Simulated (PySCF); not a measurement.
Pd(23+): ionisation energy

Pd(23+) [Ar] 3d5 [3d3/2^4 3d5/2^1, M_J = 5/2] → Pd(24+) [Ar] 3d4 [3d3/2^4, M_J = 0], as a difference of total energies. All numbers are calculated (PySCF 2.14, the two-component X2C-1e Hamiltonian, in an even-tempered Gaussian basis (16 s from 3 bohr⁻², ratio 2.8; 12 p from 3.8 bohr⁻², ratio 2.8; 8 d from 3.8 bohr⁻², ratio 2.8; 3 f from 14 bohr⁻², ratio 3)). Correlated levels: [Ne] frozen; the 74 highest virtual spinors dropped. "Screened" scales the spin-orbit matrix elements by Boettger's factors to mimic the two-electron term; Breit and QED terms are absent.

| method | ionisation energy (eV) |
| --- | --- |
| GHF (spin-free) | 1151.9 |
| GMP2 (spin-free) | 1152.1 |
| GHF (screened spin-orbit) | 1147.7 |
| GMP2 (screened spin-orbit) | 1147.7 |

Breit and QED terms and the two-electron picture change are absent.

The spin-free rows relax to the high-spin LS determinant and lack the spin-orbit shift.

The labels give the starting determinants; with spin-orbit coupling the two ends relaxed to ⟨J²⟩ = 8.75, ⟨L²⟩ = 0.27, ⟨S²⟩ = 8.18 and ⟨J²⟩ = 1.87, ⟨L²⟩ = 4.79, ⟨S²⟩ = 4.78.

The determinant of Pd(24+) mixes levels of different J (the jj label is only the starting occupation), so the difference between spin-free and spin-orbit rows is not the physical spin-orbit shift.

For comparison: 1145 ± 4 eV (theoretical estimate listed by NIST; NIST Atomic Spectra Database, ionization energies).
